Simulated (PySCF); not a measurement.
## `C[C@H](C=O)[C@]1(C)CS1`, C$_{6}$H$_{10}$OS

Cartesian coordinates in Å; atom numbers follow the order of the lines, from 1:
```xyz
18

C    -1.491   -0.814    0.629
C    -0.670    0.456    0.412
C    -1.313    1.368   -0.610
O    -2.382    1.198   -1.117
C     0.763    0.157    0.000
C     0.919   -0.586   -1.303
C     1.762   -0.080    1.072
S     1.929    1.530    0.275
H    -1.649   -1.330   -0.314
H    -0.985   -1.482    1.322
H    -2.465   -0.553    1.034
H    -0.638    1.035    1.345
H    -0.682    2.245   -0.855
H     0.334   -0.110   -2.087
H     1.963   -0.600   -1.609
H     0.579   -1.614   -1.190
H     1.443   -0.046    2.105
H     2.574   -0.769    0.878
```

Method used: TDDFT B3LYP/def2-SVPD circular dichroism and optical rotation, one conformer, gas phase in PySCF 2.14.0. Geometry: GFN2-xTB.

The molecule is flexible and this is one conformer; a measurement averages over conformers.

Question: Draw the ECD and absorption spectra from the lowest 8 states, each a Gaussian of half-width 0.3 eV at 1/e height.

Answer: 
```tsv
E (eV)	λ (nm)	Δε (L mol⁻¹ cm⁻¹)	ε (L mol⁻¹ cm⁻¹)
3.73	332	+0.53	3.06
3.88	320	+2.19	13
4.03	308	+5.43	35.5
4.18	297	+8.03	69.3
4.33	286	+6.77	111
4.48	277	+2.72	151
4.63	268	-0.11	152
4.78	259	-0.51	101
4.93	252	-0.10	42.8
5.08	244	+0.07	11.3
5.23	237	+0.04	2.99
5.38	230	+0.01	14.3
5.53	224	0.00	110
5.68	218	-0.13	526
5.83	213	-0.61	1550
5.98	207	-1.24	2840
6.13	202	-1.26	3350
6.28	197	-1.17	2900
```
Δε uses R in velocity form, ε uses f in length form. Only the states computed contribute, so the short-wavelength end is incomplete.
